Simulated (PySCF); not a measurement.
C4H2F2, SMILES C#C/C(F)=C\F. Atoms are numbered in the order given.

```xyz
8

C     -0.8584     2.1892     0.0000
C     -0.2317     1.1513     0.0000
C      0.5059    -0.0605     0.0000
F      1.8377     0.0469     0.0000
C     -0.0286    -1.2897     0.0000
F     -1.3358    -1.4747     0.0000
H     -1.4162     3.1080     0.0000
H      0.5757    -2.1999     0.0000
```
Charge 0, spin multiplicity 1.

Geometry: PBE0-D3(BJ)/def2-SVP. The structure was generated by enumeration; whether it is a known compound was not checked.

These are SMD-M06-2X/6-31G* (PySCF) values and carry that method's errors.

Solvation free energies are E(SMD) − E(gas) at the gas-phase geometry, for 1 M in both phases. In vacuum the dipole moment is 0.39 D.

```csv
solvent,ΔG(solv) (kcal/mol),its non-electrostatic (CDS) part,dipole (D)
water,(withheld),(withheld),(withheld)
cyclohexanone,-2.0,2.5,0.45
chloroform,-2.7,0.8,0.44
```

Question: Some entries are withheld; supply them. (Estimate from the structure and the level; the computed values follow.)

Answer: 
- water, ΔG(solv) (kcal/mol): 0.8
- water, its non-electrostatic (CDS) part: 5.8
- water, dipole (D): 0.45
